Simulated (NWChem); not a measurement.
System: CH6BeSSi; SMILES [SiH3][Be][S]C

NWChem printed, in part:

```
             Northwest Computational Chemistry Package (NWChem) 7.3.0
             --------------------------------------------------------

                             Geometry "geometry" -> ""
                             -------------------------

 Output coordinates in angstroms (scale by  1.889725989 to convert to a.u.)

  No.       Tag          Charge          X              Y              Z
 ---- ---------------- ---------- -------------- -------------- --------------
    1 Be                   4.0000     0.36352800    -0.30679900    -0.00353900
    2 S                   16.0000     0.83556800     1.54352900    -0.00779500
    3 C                    6.0000    -0.80647200     2.36196100     0.00017700
    4 H                    1.0000    -1.35002600     2.17716100    -0.93559900
    5 H                    1.0000    -0.61711500     3.43989600     0.08700400
    6 H                    1.0000    -1.41605000     2.04670300     0.85708400
    7 Si                  14.0000    -0.14129500    -2.42611800     0.00354600
    8 H                    1.0000    -1.21412400    -2.75245000    -0.99344200
    9 H                    1.0000    -0.63614600    -2.89452600     1.33974400
   10 H                    1.0000     1.04317400    -3.27922000    -0.34361600

 Effective nuclear repulsion energy (a.u.)     153.1463355379

  pbe96 is a nonlocal functional; adding pw91lda local functional.
                              NWChem Property Module
                              ----------------------

                                 NWChem DFT Module
                                 -----------------

 Summary of "ao basis" -> "ao basis" (spherical)
 ------------------------------------------------------------------------------
       Tag                 Description            Shells   Functions and Types
 ---------------- ------------------------------  ------  ---------------------
 Be                        def2-svpd                 6       12   3s3p
 S                         def2-svpd                11       27   5s4p2d
 C                         def2-svpd                 8       20   4s2p2d
 H                         def2-svpd                 4        8   2s2p
 Si                        def2-svpd                10       24   5s3p2d

            General Information
            -------------------
          SCF calculation type: DFT
          Wavefunction type:  closed shell.
          No. of atoms     :    10
          No. of electrons :    46
           Alpha electrons :    23
            Beta electrons :    23
          Charge           :     0
          Spin multiplicity:     1
          Use of symmetry is: off; symmetry adaption is: off
          Maximum number of iterations: 150
          AO basis - number of functions:   131
                     number of shells:    59
          Convergence on energy requested:  1.00D-06
          Convergence on density requested:  1.00D-05
          Convergence on gradient requested:  5.00D-04

              XC Information
              --------------
          PerdewBurkeErnzerhof Exchange Functional  1.000
            Perdew 1991 LDA Correlation Functional  1.000 local
           PerdewBurkeErnz. Correlation Functional  1.000 non-local

             Grid Information
             ----------------
          Grid used for XC integration:  medium
          Radial quadrature: Mura-Knowles
          Angular quadrature: Lebedev.
          Tag              B.-S. Rad. Rad. Pts. Rad. Cut. Ang. Pts.
          ---              ---------- --------- --------- ---------
          Be                  1.05       49          12.0       434
          S                   1.00       88          14.0       590
          C                   0.70       49          14.0       434
          H                   0.35       45          16.0       434
          Si                  1.10       88          14.0       590
          Grid pruning is: on
          Number of quadrature shells:   544
          Spatial weights used:  Erf1

      Superposition of Atomic Density Guess
      -------------------------------------

 Sum of atomic energies:        -741.26502084

      Non-variational initial energy
      ------------------------------

 Total energy =    -742.740734
 1-e energy   =   -1326.295213
 2-e energy   =     430.408144
 HOMO         =      -0.304058
 LUMO         =      -0.007789

   convergence    iter        energy       DeltaE   RMS-Dens  Diis-err
 ---------------- ----- ----------------- --------- --------- ---------
 d= 0,ls=0.0,diis     1   -743.4376823961 -8.97D+02  1.14D-02  3.85D-01
 d= 0,ls=0.0,diis     2   -743.4127406509  2.49D-02  8.06D-03  3.90D-01
 d= 0,ls=0.0,diis     3   -743.4696891401 -5.69D-02  2.71D-03  1.00D-01
 d= 0,ls=0.0,diis     4   -743.4870211530 -1.73D-02  6.00D-04  1.56D-03
 d= 0,ls=0.0,diis     5   -743.4872961209 -2.75D-04  1.59D-04  1.98D-04
  Resetting Diis
 d= 0,ls=0.0,diis     6   -743.4873233768 -2.73D-05  6.30D-05  4.04D-05
 d= 0,ls=0.0,diis     7   -743.4873306250 -7.25D-06  2.96D-05  2.24D-06
 d= 0,ls=0.0,diis     8   -743.4873299809  6.44D-07  1.83D-05  6.59D-06
 d= 0,ls=0.0,diis     9   -743.4873309906 -1.01D-06  2.81D-06  8.49D-08
 d= 0,ls=0.0,diis    10   -743.4873310045 -1.39D-08  7.59D-07  3.05D-09

         Total DFT energy =     -743.487331004463
      One electron energy =    -1329.772421924826
           Coulomb energy =      489.751600313119
    Exchange-Corr. energy =      -56.612844930693
 Nuclear repulsion energy =      153.146335537938

 Numeric. integr. density =       45.999984143427

                       DFT Final Molecular Orbital Analysis
                       ------------------------------------

 Vector   21  Occ=2.000000D+00  E=-2.765392D-01
              MO Center=  4.3D-01,  8.3D-01,  8.0D-04, r^2= 4.4D+00
   Bfn.  Coefficient  Atom+Function         Bfn.  Coefficient  Atom+Function
  ----- ------------  ---------------      ----- ------------  ---------------
     2      0.337179   1 Be s                24     -0.307346   2 S  px
    25     -0.287018   2 S  py               21     -0.229513   2 S  px
    22     -0.219988   2 S  py               15     -0.209231   2 S  s
     1     -0.170991   1 Be s                96      0.165038   7 Si py
    17      0.159512   2 S  s                44      0.152529   3 C  px

 Vector   22  Occ=2.000000D+00  E=-2.482450D-01
              MO Center=  2.1D-01, -9.3D-01,  5.7D-04, r^2= 4.6D+00
   Bfn.  Coefficient  Atom+Function         Bfn.  Coefficient  Atom+Function
  ----- ------------  ---------------      ----- ------------  ---------------
     5      0.377357   1 Be py               93      0.274019   7 Si py
    96      0.236999   7 Si py               22      0.198536   2 S  py
    25      0.182633   2 S  py               90     -0.155496   7 Si py
     2      0.150635   1 Be s                24      0.136507   2 S  px
    21      0.127652   2 S  px               69     -0.128065   5 H  s

 Vector   23  Occ=2.000000D+00  E=-2.255667D-01
              MO Center=  6.2D-01,  1.4D+00, -1.0D-02, r^2= 2.3D+00
   Bfn.  Coefficient  Atom+Function         Bfn.  Coefficient  Atom+Function
  ----- ------------  ---------------      ----- ------------  ---------------
    26      0.564711   2 S  pz               23      0.419944   2 S  pz
    20      0.238420   2 S  pz                6     -0.176770   1 Be pz
    61      0.138663   4 H  s                60      0.134424   4 H  s
    46     -0.121788   3 C  pz               76     -0.121700   6 H  s
    77     -0.116132   6 H  s                29      0.102356   2 S  pz

 Vector   24  Occ=0.000000D+00  E=-8.905792D-02
              MO Center=  2.3D-01, -1.9D-01,  1.3D-03, r^2= 4.8D+00
   Bfn.  Coefficient  Atom+Function         Bfn.  Coefficient  Atom+Function
  ----- ------------  ---------------      ----- ------------  ---------------
     4      0.494855   1 Be px               43      0.285314   3 C  s
    41     -0.187492   3 C  s                17     -0.183248   2 S  s
    16      0.178382   2 S  s                47     -0.174397   3 C  px
   125      0.173574  10 H  s                 7     -0.161118   1 Be px
    95     -0.153063   7 Si px                5     -0.135921   1 Be py

 Vector   25  Occ=0.000000D+00  E=-6.630255D-02
              MO Center=  2.5D-01, -5.5D-01, -1.7D-02, r^2= 4.7D+00
   Bfn.  Coefficient  Atom+Function         Bfn.  Coefficient  Atom+Function
  ----- ------------  ---------------      ----- ------------  ---------------
     6      0.503567   1 Be pz               26      0.254733   2 S  pz
    97     -0.236790   7 Si pz              117      0.227692   9 H  s
     9     -0.219867   1 Be pz               12     -0.210535   1 Be pz
   109     -0.174491   8 H  s                23      0.167686   2 S  pz
    29      0.148306   2 S  pz              116      0.141242   9 H  s

[...]

 DFT Linear Response polarizability / au
 Frequency  =       0.0000000 / au
              X              Y              Z
 -----------------------------------------------
 X      79.3300622     -0.1048351     -0.0365897
 Y      -0.1049409    113.8590784      0.0341734
 Z      -0.0365887      0.0341955     71.9015675
 -----------------------------------------------
 Eigenvalues =      79.3299231    113.8594247     71.9013603
 Isotropic   =      88.3635694
 Anisotropic =      38.7811113
 -----------------------------------------------

 Magnetic Dipole Response Matrix (nonzero elements):

 Exiting AOResponse driver routine
```

Level: PBE/def2-SVPD. Coordinates come from a PBE0/def2-SVP optimisation.

Q: Write an input that gives this output.

A: Several could match; the one computed here: the input that was run:
```
start job
memory heap 200 mb stack 900 mb global 1100 mb
geometry units angstroms noautosym nocenter noautoz
  Be     0.363528    -0.306799    -0.003539
  S      0.835568     1.543529    -0.007795
  C     -0.806472     2.361961     0.000177
  H     -1.350026     2.177161    -0.935599
  H     -0.617115     3.439896     0.087004
  H     -1.416050     2.046703     0.857084
  Si    -0.141295    -2.426118     0.003546
  H     -1.214124    -2.752450    -0.993442
  H     -0.636146    -2.894526     1.339744
  H      1.043174    -3.279220    -0.343616
end
basis spherical
  * library def2-svpd
end
dft
  xc xpbe96 cpbe96
  iterations 150
end
property
  response 1 0.0
end
task dft property
```
